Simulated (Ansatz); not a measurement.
CH$_{5}$ClOSeSi (`OC[SiH](Cl)[SeH]`). The species carries charge 0 and has multiplicity 1. The structure was optimised at the PBE0-D4/def2-TZVP level. It is one conformer, not always the lowest.

```xyz
10

O    -1.645    0.218   -1.272
C    -0.652   -0.504   -0.567
Si    0.405    0.580    0.555
Cl    1.286    2.045   -0.581
Se    1.910   -0.655    1.718
H    -2.262    0.597   -0.641
H    -1.076   -1.324    0.031
H    -0.008   -0.968   -1.319
H    -0.430    1.248    1.585
H     2.473   -1.236    0.491
```

Q: What is the dipole moment at B3LYP/def2-TZVPP? (An estimate is asked.)

A: Ansatz gave: 1.77 D, with components (-0.95, -1.15, 0.95) D in this frame, pointing from negative to positive charge.

Q: And with PBE, r2SCAN, ωB97M-V? (Best estimate.)

A: Ansatz gave: PBE 1.70 D, r2SCAN 1.74 D, ωB97M-V 1.74 D.

Q: Give the Mulliken charges with B3LYP, PBE, ωB97M-V in def2-TZVPP. (Best estimate.)

A: Computed: 
```
atom  B3LYP    PBE  ωB97M-V
  O1  -0.33  -0.29    -0.31
  C2  -0.07  -0.08    -0.13
 Si3   0.42   0.34     0.34
 Cl4  -0.23  -0.20    -0.19
 Se5  -0.17  -0.16    -0.17
  H6   0.19   0.19     0.18
  H7   0.10   0.10     0.12
  H8   0.10   0.10     0.12
  H9  -0.07  -0.06    -0.02
 H10   0.05   0.06     0.08
```

B3LYP here is the variant with VWN-RPA as its local correlation; programs differ in this.
